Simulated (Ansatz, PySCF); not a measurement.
CH₃F₅Si₂, SMILES F[Si](C[SiH](F)F)(F)F. Atoms are numbered in the order given.

```xyz
11

Si    -1.7321     0.2203     0.0882
F     -1.3598     1.6434    -0.5846
F     -3.0374    -0.3414    -0.6829
C     -0.3111    -0.9473    -0.2056
Si     1.3477    -0.2326     0.1495
F      2.3916    -1.3454     0.6515
F      1.2369     0.8680     1.3186
F      1.9862     0.4803    -1.1367
H     -2.0755     0.4242     1.5066
H     -0.4548    -1.8454     0.4196
H     -0.3387    -1.2751    -1.2592
```
Charge 0, spin multiplicity 1.

Geometry: B3LYP-D3(BJ)/def2-SVP. The structure was generated by enumeration, and PubChem lists no compound with its InChIKey, so it may never have been made. Other conformers were not sampled.

Two levels are set side by side: PBE-D3(BJ)/def2-SVP (Ansatz, a program for electronic structure) and B3LYP-D3(BJ)/def2-SVP (Ansatz). Each level has its own optimised geometry; the coordinates shown are those of the second. Frequencies come from the Hessian of PySCF at each geometry. Differences are taken from unrounded values.

```
quantity                            B3LYP-D3(BJ)  PBE-D3(BJ)  PBE-D3(BJ) minus B3LYP-D3(BJ)
----------------------------------  ------------  ----------  -----------------------------
mean bond length (Å)                       1.544       1.554                          0.010
bond Si1–F2 (Å)                            1.618       1.629                          0.012
bond Si1–F3 (Å)                            1.617       1.629                          0.012
bond Si1–C4 (Å)                            1.862       1.869                          0.007
bond C4–Si5 (Å)                            1.841       1.848                          0.007
bond Si5–F6 (Å)                            1.606       1.619                          0.012
bond Si5–F7 (Å)                            1.609       1.622                          0.013
bond Si5–F8 (Å)                            1.603       1.615                          0.012
bond Si1–H9 (Å)                            1.474       1.488                          0.015
bond C4–H10 (Å)                            1.104       1.111                          0.007
bond C4–H11 (Å)                            1.104       1.111                          0.007
highest harmonic wavenumber (cm⁻¹)          3112        3067                            -44
mean harmonic wavenumber (cm⁻¹)              845         821                            -25
zero-point energy (kcal/mol)               32.62       31.68                          -0.95
```

GGA bonds tend to be longer and softer than those of functionals with exact exchange. Differences between two approximate levels are no errors against the true value.
